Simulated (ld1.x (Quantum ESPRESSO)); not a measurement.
## Before and after: TM potential for Te (Z = 52)

```json
{
  "Element": "Te (Z = 52)",
  "Generator": "ld1.x (Quantum ESPRESSO) 7.5",
  "Type": "norm-conserving Troullier–Martins (Kleinman–Bylander form)",
  "Functional": "PBEsol",
  "Relativity": "scalar-relativistic",
  "Frozen core": "[Kr] 4d10",
  "Valence charge": "6",
  "Reference configuration": "5s2 5p4",
  "Partial waves": "5p (bound): rc 1.55 bohr; 5s (bound): rc 1.70 bohr",
  "Local potential": "the s channel",
  "Core correction": "none"
}
```

Change: core correction a·sin(br)/r model core inside 1.46 bohr.

Cutoffs: the cutoffs (Ry, on a coarse ladder) from which the occupation-weighted sum of valence levels, in a spherical-Bessel basis at the reference potential, stays within 10 and 1 mRy of its value at 400 Ry; they do not see the model core or the augmentation charge, which bear on the density cutoff. Errors are all-electron minus pseudo energies relative to the spin-unpolarised reference configuration.

**Question.** How do hardness, ghosts and transferability respond?

**Answer.** The potential gets neither clearly harder nor softer (50 Ry and 120 Ry → 50 Ry and 120 Ry); both files keep a bound ghost (p); of the 7 tests that both files solve, the error grows in 2 and shrinks in 1 by more than 15 % and 0.3 meV (median size 16.7 → 7.0 meV). A model core, the more so a compact one, raises the density cutoff, which this test does not measure.

```csv
quantity,base,changed
"cutoff, loose",50 Ry,50 Ry
"cutoff, tight",120 Ry,120 Ry
bound ghosts,p,p
"error for 5s2 5p3, meV [ΔE 9.75 eV]",-4.4,-4.1
"error for 5s2 5p2, meV [ΔE 27.72 eV]",-21,-25
"error for 5s2 5p1, meV [ΔE 54.68 eV]",-58,-97
"error for 5s1 5p4, meV [ΔE 19.63 eV]",+17,-16
"error for 5s1 5p5, meV [ΔE 9.29 eV]",+19,-7.0
"error for 5s2 5p3.5, meV [ΔE 3.91 eV]",-1.3,-1.1
"error for 5s2 5p4.3, meV [ΔE -1.47 eV]",+0.2,+0.3
s: phases at 1.85 bohr within 0.05 rad from the reference energy up to (Ry; the scan ends near 5),4.2,4.2
p: phases at 1.85 bohr within 0.05 rad from the reference energy up to (Ry; the scan ends near 5),to the end of the scan,to the end of the scan
```

 A true bound ghost makes a file unfit for plane-wave use even where its test errors are small: the radial tests pick states by their node count and pass the ghost by.
